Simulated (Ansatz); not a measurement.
Cost and result up the ladder for Cd9H24Se9, a nanocrystal cut from wurtzite CdSe (hydrogen-capped) (42 atoms). Total charge 0; singlet. Geometry: r2SCAN-D4/def2-SVP.

```xyz
42

Cd    1.259   -4.950    3.327
Se   -1.616   -4.249    1.645
Se    1.423   -2.143    1.832
Cd    1.998   -2.330   -0.826
Cd   -3.013   -2.269   -0.082
Se   -0.828   -1.921   -1.676
Se    2.768    0.194   -1.510
Cd    4.320    0.371   -4.284
Cd   -1.691    0.033   -3.372
Se    0.949    0.218   -4.733
Cd    0.212   -0.099    3.170
Se   -2.235   -0.166    1.471
Se    1.206    2.144    1.981
Cd    1.748    2.574   -0.655
Cd   -3.228    1.951    0.068
Se   -1.025    1.940   -1.540
Cd    0.765    4.807    3.669
Se   -2.033    3.933    1.937
H     1.882   -5.829    2.032
H     0.655   -4.305    4.761
H    -1.995   -5.406    0.816
H    -2.770   -4.453    2.537
H     2.792   -1.806    2.256
H     2.463   -3.747   -1.629
H    -4.556   -2.847   -0.450
H    -1.047   -3.070   -2.569
H     3.958    0.225   -0.645
H     4.484   -1.297   -4.454
H     4.320    2.054   -4.332
H    -2.913    0.011   -4.535
H     0.635   -0.820   -5.729
H     0.526    1.290   -5.650
H    -0.389   -0.184    4.751
H    -3.304   -0.256    2.478
H     2.604    1.916    2.384
H     2.064    4.082   -1.358
H    -4.823    2.394   -0.264
H    -1.364    3.121   -2.350
H     0.241    4.004    5.054
H     1.285    5.835    2.440
H    -3.197    3.952    2.839
H    -2.533    5.103    1.194
```

Ansatz on 11 threads of AMD EPYC 7R13 on a shared host and a whole NVIDIA H100 80GB HBM3. Times are rough, and most runs start from the orbitals of an earlier one. PBE0-D4/def2-TZVP serves as the yardstick here, not as an exact answer. Differences are given only for rows in sets of like size (and for xTB, whose basis is part of the method), since another set adds its own error. Binding counts from free atoms at the same level (Cd singlet, Se triplet, H doublet; other spins of the atoms weren't run), without zero-point energy or a counterpoise term.

In the def2 sets Cd takes a core potential; there is no spin–orbit coupling. Single mean-field runs in def2-SVP, def2-TZVP are fitted with def2-universal-jkfit.

```csv
level,functions,wall time
PBE-D4/def2-SVP,687,4.4 s
PBE-D4/def2-TZVP,936,6 s
PBE0-D4/def2-SVP,687,6 s
r2SCAN-D4/def2-TZVP,936,6.5 s
PBE0-D4/def2-TZVP (with forces),936,11 s
```

Q: Estimate what each level gives for the binding energy per atom (eV).

A: 
| level | binding energy per atom (eV) | difference from PBE0-D4/def2-TZVP (eV) |
| --- | --- | --- |
| PBE-D4/def2-SVP | 1.99 | – |
| PBE-D4/def2-TZVP | 1.96 | 0.00 |
| PBE0-D4/def2-SVP | 1.98 | – |
| r2SCAN-D4/def2-TZVP | 2.01 | 0.05 |
| PBE0-D4/def2-TZVP (with forces) | 1.96 | 0.00 |
